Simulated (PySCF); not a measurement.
# Electron correlation in Yb(64+) (ytterbium, charge +64)

[He] 2s2 2p2, high-spin 3P determinant. Calculation: PySCF 2.14, in an even-tempered Gaussian basis (18 s from 42 bohr⁻², ratio 2.2; 13 p from 54 bohr⁻², ratio 2.2; 5 d from 200 bohr⁻², ratio 2.4; 5 f from 300 bohr⁻², ratio 2.4; 4 g from 450 bohr⁻², ratio 2.4); the spin-free X2C one-electron Hamiltonian (Gaussian nucleus). Frozen: nothing; 6 electrons correlated; the 12 highest virtual orbitals of each spin left out.

```csv
level,correlation energy (mhartree)
CCSD,-261.40
(T),-0.08
CCSD(T),-261.48
```

Diagnostics: T1 = 5.6e-05, D1 = 0.0001, largest double amplitude 0.027.

Spin-orbit coupling is strong in this species (close to jj coupling), so the high-spin LS determinant is a model state, not a physical level.

Cost of the coupled-cluster step: 150 s of wall time on 2 threads of Neoverse-V1 (shared host), for 6 correlated electrons.

Iterations:

```
CC2 = 0
CCSD nocc = (np.int64(4), np.int64(2)), nmo = (141, 141)
frozen orbitals [[141, 142, 143, 144, 145, 146, 147, 148, 149, 150, 151, 152], [141, 142, 143, 144, 145, 146, 147, 148, 149, 150, 151, 152]]
max_cycle = 100
direct = 0
conv_tol = 1e-08
conv_tol_normt = 1e-06
diis_space = 8
diis_start_cycle = 0
Init t2, MP2 energy = -0.249551083446833
Init E_corr(UCCSD) = -0.249551083446833
cycle = 1  E_corr(UCCSD) = -0.259480030896337  dE = -0.00992894745  norm(t1,t2) = 0.00390175
cycle = 2  E_corr(UCCSD) = -0.261049027266792  dE = -0.00156899637  norm(t1,t2) = 0.000723757
cycle = 3  E_corr(UCCSD) = -0.261399412729913  dE = -0.000350385463  norm(t1,t2) = 0.000134766
cycle = 4  E_corr(UCCSD) = -0.261399155143998  dE = 2.57585915e-07  norm(t1,t2) = 8.06835e-08
cycle = 5  E_corr(UCCSD) = -0.261399155483829  dE = -3.39831108e-10  norm(t1,t2) = 6.75562e-10
UCCSD converged
E(UCCSD) = -7633.114098556948  E_corr = -0.2613991554838292
UCCSD(T) correction = -8.08358353855457e-05
```

At this charge the one-electron X2C treatment keeps the bare 1/r₁₂, with no two-electron picture change or Breit term. That inflates the 1s pair energies well beyond their four-component values; and a scalar Hamiltonian misses the large spin-orbit splitting of the p shells, which matters for ns² → np² pairs.

Spin-orbit coupling is strong in this species, so the high-spin LS determinant is a model state.
